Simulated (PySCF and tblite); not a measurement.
C6H9ClS, numbered as in [CH3:1][C@@H:2]1[CH2:3][C@H:4]([Cl:5])[CH2:6][C:7]1=[S:8]. Level: PBE0-D3(BJ)/def2-SVP (IEF-PCM, acetone)//GFN2-xTB, thermal terms from GFN2-xTB, symmetry numbers and mirror pairs counted. Conformers within 2.5 kcal/mol (GFN2-xTB free energy) were kept, 4 at most. GIAO shieldings: KT2/pcSseg-1 (IEF-PCM, acetone). Shifts are against TMS (¹H), TMS (¹³C) at the same level. Programs: PySCF with density fitting and tblite.

The 5-ring runs over atoms 2–3–4–6–7.

Two conformers hold nearly all the population. I: 5-ring twist (ring torsions -31, 26, -11, -8, 24°); δ(C1) = 33.42 ppm. II: 5-ring twist (ring torsions 38, -31, 12, 11, -30°); δ(C1) = 24.35 ppm. The average over the ensemble at 298.15 K is 26.40 ppm.

(1) What populations and free-energy difference follow from a two-state model?

Answers

(1) p(I) = (26.40 − 24.35)/(33.42 − 24.35) = 0.23, so K = p(II)/p(I) = 3.42 and G(II) − G(I) = −RT ln K = -0.73 kcal/mol. The weights computed directly are 22.5 % and 77.5 %.
